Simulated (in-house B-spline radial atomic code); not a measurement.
# Ionising Cl with different functionals

Computed with a B-spline radial code for spherical atoms: non-relativistic Hamiltonian, point nucleus, spin-polarised at highest spin, spherical fractional occupations for the functionals, and exact exchange of hybrids averaged over the configuration. The ionisation energy is the difference of two self-consistent energies, [Ne] 3s2 3p5 → [Ne] 3s2 3p4, without Breit or QED terms; ε is the level of the shell that loses the electron (its least bound occupied spin orbital).

```
   method                    rung  ΔSCF (eV)  -ε(3p) (eV)
     PBE0           global hybrid      13.02         9.58
    B3LYP           global hybrid      13.11         9.34
    TPSSh           global hybrid      13.06         8.75
   M06-2X           global hybrid      12.99        11.15
BHandHLYP           global hybrid      12.88        10.91
  r2SCAN0           global hybrid      13.05         9.69
    B97-1           global hybrid      13.03         9.32
    HSE06  range-separated hybrid      13.02         9.17
    wB97X  range-separated hybrid          ?            ?
CAM-B3LYP  range-separated hybrid          ?            ?
  LC-wPBE  range-separated hybrid      13.13        12.60
```

(1) What does wB97X give?

(2) What does CAM-B3LYP give?

(3) Among the functionals, which spreads more, the ΔSCF values or the orbital energies?

(4) How do they compare with the NIST value?

Results:

(1) ΔSCF 13.05 eV, and -ε(3p) = 12.19 eV.

(2) ΔSCF 13.09 eV, and -ε(3p) = 11.09 eV.

(3) The orbital energies: ΔSCF values span about 0.25 eV and the orbital energies 3.85 eV; here energy differences depend much less on the functional than eigenvalues do.

(4) NIST lists 12.968 eV (measured, ground level to ground level). Errors run from -0.09 to +0.16 eV; M06-2X is closest (+0.02 eV), but part of that can be cancellation, since the calculations leave out relativity, Breit-QED terms, multiplet and fine-structure energies.
